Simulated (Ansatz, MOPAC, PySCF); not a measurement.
Dimer: HF (SMILES F) (first 2 atoms) with HCl (SMILES Cl); geometry from B3LYP-D3(BJ)/def2-TZVP, rigid monomers moved along the line of their centres of mass till H2···Cl3 is 2.63 Å.
(charge 0, multiplicity 1):
```xyz
4

F     -0.0125    -0.0839    -0.1391
H      0.1544     0.1338     0.7509
Cl    -0.0317     0.5400     3.3457
H     -1.2464     0.1226     3.3269
```

Counterpoise-corrected where a basis set is named; no monomer relaxation. Rows marked so take none.

Rows in 6-31G* carry no dispersion term and start afresh at each structure (6-31G* with six Cartesian d functions). The state that PM6 reach isn't checked.

The values were computed with Ansatz (Gaussian orbitals); MOPAC for PM6 (differences of heats of formation); PySCF for 6-31G* rows. Each number belongs to the level named beside it.

Problem. One of these levels gives -2.13 kcal/mol for the interaction energy. Name it.
A) PM6
B) BP86/6-31G* (no counterpoise)
C) HF/aug-cc-pV(Q+d)Z
D) B3LYP/6-31G* (no counterpoise)

Solution. B, BP86/6-31G* (no counterpoise). The others give -1.02 (PM6), -1.80 (HF/aug-cc-pV(Q+d)Z), -2.58 (B3LYP/6-31G* (no counterpoise))

Ansatz is a quantum-chemistry and plane-wave program.
